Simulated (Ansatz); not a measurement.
One geometry of the cluster Ag3H4⁻, several levels of theory.

```yaml
crystal:
  periodic: [false, false, false]
  atoms:
    - {symbol: Ag, position_ang: [0.112573, 0.842139, -1.418886]}
    - {symbol: Ag, position_ang: [1.333147, -0.772775, 0.599825]}
    - {symbol: Ag, position_ang: [-1.488528, -0.317097, 0.646442]}
    - {symbol: H, position_ang: [-0.122654, -0.709094, -0.493370]}
    - {symbol: H, position_ang: [-2.816118, -0.138013, 1.593070]}
    - {symbol: H, position_ang: [2.679350, -1.025328, 1.502379]}
    - {symbol: H, position_ang: [0.302230, 2.120168, -2.429480]}
basis:
  gaussian: {orbitals: def2-TZVPD, initial_orbitals: start.molden}
total_charge: -1
hamiltonian: {xc: {name: B3LYP}, dispersion: d4}
scf: {omitted_lower_state_checks: [starts]}
output: {orbitals: {seedname: orbitals}}
```

The file start.molden holds the orbitals of an earlier run on this structure, at another level or in another basis.

```sh
$ ansatz run in.yaml --threads 4 --pin off --events-out ev --progress --plain --max-ram 3916MiB
```

Shortened log:

```
Functional definition: B3LYP
  name "B3LYP"
  cite "Stephens, Devlin, Chabalowski & Frisch, J. Phys. Chem. 98, 11623 (1994) doi:10.1021/j100096a001"
  cite "Becke, Phys. Rev. A 38, 3098 (1988) doi:10.1103/PhysRevA.38.3098"
  cite "Lee, Yang & Parr, Phys. Rev. B 37, 785 (1988) doi:10.1103/PhysRevB.37.785"
  cite "Vosko, Wilk & Nusair, Can. J. Phys. 58, 1200 (1980) doi:10.1139/p80-159"
  parameter a0 = 0.2
  parameter ax = 0.72
  parameter ac = 0.81
  exchange = (1 - a0 - ax)*slater_x + ax*b88_x + a0*exact_x
  correlation = (1 - ac)*vwn_rpa_c + ac*lyp_c
these checks for a lower state are left out or cut short: starts
1278 factors; their error is unknown
mean field evaluation 1: about -12071.4430 eV, gradient 5.8e0 eV
mean field evaluation 2: about -12071.4830 eV, gradient 4.0e-2 eV
mean field evaluation 4: about -12071.5393 eV, gradient 2.6e-5 eV
mean field -12071.53929751 eV, -443.6208868003 hartree, gradient 3.9e-5 eV, S^2 0.000000; 0 other end points of the search recorded, 0 dependent functions left out
reference -12071.53957052 eV, -443.6208968333 hartree; 31, 31 occupied and 125, 125 virtual orbitals, 1278 factors
Total energy: -12072.04148727 eV, -443.6393419337 hartree
Checks for a lower state left out: starts
```

Hardware: 4 threads of Arm Neoverse V2 on a shared host. Wall time 1.9 s.

The first input with `hamiltonian: {xc: pbe0, dispersion: d4}` (abridged; 2.4 s):

```
Functional definition: PBE0
mean field -12066.11055119 eV, -443.4213840529 hartree, gradient 1.3e-5 eV, S^2 0.000000
Total energy: -12066.37572313 eV, -443.4311289419 hartree
Checks for a lower state left out: starts
```

First input, but with `hamiltonian: {xc: hse06, dispersion: d4}` (abridged; 2.1 s):

```
Functional definition: HSE06
mean field -12065.99657168 eV, -443.4171953830 hartree, gradient 1.3e-5 eV, S^2 0.000000
Total energy: -12066.24947552 eV, -443.4264894276 hartree
Checks for a lower state left out: starts
```

As the first input, with `hamiltonian: {xc: pbe, dispersion: d4}`, `output: {forces: true, orbitals: {seedname: orbitals}}` (abridged; 1.8 s):

```
Functional definition: PBE
mean field -12067.94130395 eV, -443.4886629758 hartree, gradient 1.9e-5 eV, S^2 0.000000
Total energy: -12068.25011476 eV, -443.5000115637 hartree
Atom 0 force     0.005518     0.040395    -0.059354 eV/Å
Atom 1 force     0.058976    -0.030274     0.028802 eV/Å
Atom 2 force    -0.064732    -0.010451     0.030828 eV/Å
Atom 3 force    -0.013343    -0.077638    -0.054057 eV/Å
Atom 4 force    -0.105544     0.008532     0.070486 eV/Å
Atom 5 force     0.105150    -0.025570     0.066994 eV/Å
Atom 6 force     0.013975     0.095006    -0.083700 eV/Å
Dipole moment:    -0.057026    -0.329876    -0.229640 e Å
Checks for a lower state left out: starts
```

First input, but with `correlation: {method: ccsd_t}` and without the key `hamiltonian` (abridged; 2.3 min):

```
Functional definition: HF
mean field -11990.86407629 eV, -440.6561271042 hartree, gradient 2.4e-6 eV, S^2 0.000000
second order -43.09211630 eV of doubles, -0.00000000 eV of singles
cycle   1  -39.47567392 eV  change     3.6e0 eV  update   2.0e-1
cycle   2  -40.73713714 eV  change    -1.3e0 eV  update   7.2e-2
cycle   3  -41.02449083 eV  change   -2.9e-1 eV  update   3.9e-2
cycle   4  -40.94906519 eV  change    7.5e-2 eV  update   1.4e-2
cycle   5  -40.90958821 eV  change    3.9e-2 eV  update   5.7e-3
cycle   6  -40.92186582 eV  change   -1.2e-2 eV  update   1.9e-3
cycle   7  -40.92504492 eV  change   -3.2e-3 eV  update   8.2e-4
cycle   8  -40.92368242 eV  change    1.4e-3 eV  update   3.1e-4
cycle   9  -40.92371391 eV  change   -3.1e-5 eV  update   1.1e-4
cycle  10  -40.92397693 eV  change   -2.6e-4 eV  update   3.7e-5
cycle  11  -40.92383868 eV  change    1.4e-4 eV  update   1.8e-5
cycle  12  -40.92382302 eV  change    1.6e-5 eV  update   6.9e-6
perturbative correction -1.09880710 eV, -0.0403804161 hartree
Total energy: -12032.88670641 eV, -442.2004302772 hartree
Checks for a lower state left out: starts
```

First input, but with `hamiltonian: {xc: r2scan, dispersion: d4}` (abridged; 3.6 s):

```
Functional definition: r2SCAN
mean field -12071.28827622 eV, -443.6116619379 hartree, gradient 2.4e-5 eV, S^2 0.000000
Total energy: -12071.36264451 eV, -443.6143949222 hartree
Checks for a lower state left out: starts
```

Geometry: r2SCAN-D4/def2-TZVPD.

In the def2 sets Ag takes a core potential; there is no spin–orbit coupling. B3LYP takes the VWN-RPA correlation. HSE06 is defined as in plane-wave codes, on full-range PBE exchange. Correlated methods freeze no core orbitals; core or outer-core shells of Ag are correlated, in sets that lack core-valence functions. Another isomer (singlet) lies 0.36 eV lower at PBE0-D4/def2-TZVPD; other spin states weren't run for this one.
